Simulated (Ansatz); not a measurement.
## Which is lower?

Two relaxed structures of BSiH3ClO (charge -1), singlet (PBE0-D4/def2-TZVPD; forces vanish, vibrations not checked).

A:

O1  (-0.615, -1.938, 1.109)
B2  (-0.567, -1.082, 0.196)
Si3  (0.457, 0.672, 0.077)
Cl4  (-1.565, -1.261, -1.487)
H5  (-0.419, 1.878, -0.106)
H6  (1.291, 0.990, 1.285)
H7  (1.418, 0.740, -1.075)
(Å)

B:

```xyz
7
angstrom
O -0.5697 -1.8484 0.9485
B -0.5905 -0.8500 -0.0011
Si 0.6632 0.7039 -0.0567
Cl -1.7496 -1.2808 -1.3516
H -0.3230 1.8358 -0.3087
H 0.7953 0.8480 1.4711
H 0.0146 -1.5488 1.6517
```

Computed with Ansatz 0.2.0 (basis: def2-TZVPPD); correlated methods freeze the cores. B3LYP uses VWN-RPA correlation.

Question: Which structure is lower at CCSD(T), and by how much? (An estimate is asked for; the value comes from the calculation.)

Answer: Computed: A, by 1.031 eV (electronic energy, against the other). By their contacts, A is BSiH₃ClO ([O][B]([SiH3])[Cl]), total charge -1 and B is BSiH₃ClO ([OH][B]([SiH2])[Cl]), total charge -1.

All methods give the same order:

```
   method  E(B) − E(A) (eV)
   PBE-D4             0.998
r2SCAN-D4             1.025
  PBE0-D4             0.949
 B3LYP-D4             1.122
  wB97M-V             1.031
       HF             1.088
      MP2             1.155
     CCSD             1.020
  CCSD(T)             1.031
```

T1 diagnostic: at most 0.018.

Labels in which every atom is bracketed show which atoms are joined, not bond orders.

For scale, one of the runs: CCSD(T)/def2-TZVPPD, 227 basis functions, launched by `ansatz run in.yaml --threads 2 --pin off --events-out ev --progress --plain --max-ram 4352MiB`. The run took 79 s on 2 CPU threads of an Intel Xeon Platinum 8259CL (shared host), with 3.6 GiB of host memory at its peak.
